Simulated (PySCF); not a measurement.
**Ne³⁺ (neon, charge +3) across methods**

[He] 2s2 2p3, high-spin 4S determinant. All numbers are calculated (PySCF 2.14, the spin-free X2C one-electron Hamiltonian (Gaussian nucleus), in aug-cc-pVTZ-DK (5s4p3d2f, 46 functions)).

```
method  E (hartree)  mean ε 2s α (eV)  mean ε 2s β (eV)  mean ε 2p α (eV)  Σ⟨r²⟩ (bohr²)   ⟨S²⟩
   UHF   -124.23297           -126.95           -107.07           -98.433          3.629  3.753
r2SCAN    -124.4205           -109.25           -98.243           -85.267          3.639  3.752
  PBE0    -124.3598           -111.71           -100.75           -87.587          3.648  3.751
 B3LYP    -124.4376           -110.48           -100.59           -86.854          3.653  3.751
   LDA    -123.6795           -105.74           -97.734           -83.700          3.673  3.751
   PBE    -124.3366           -106.36           -97.986           -83.715          3.661  3.751
PBEsol    -124.0114           -106.05           -97.655           -83.577          3.666  3.751
  MN15    -124.3968           -109.45           -102.04           -87.946          3.658  3.750
  BP86    -124.4323           -106.38           -98.279           -83.723          3.651  3.751
```
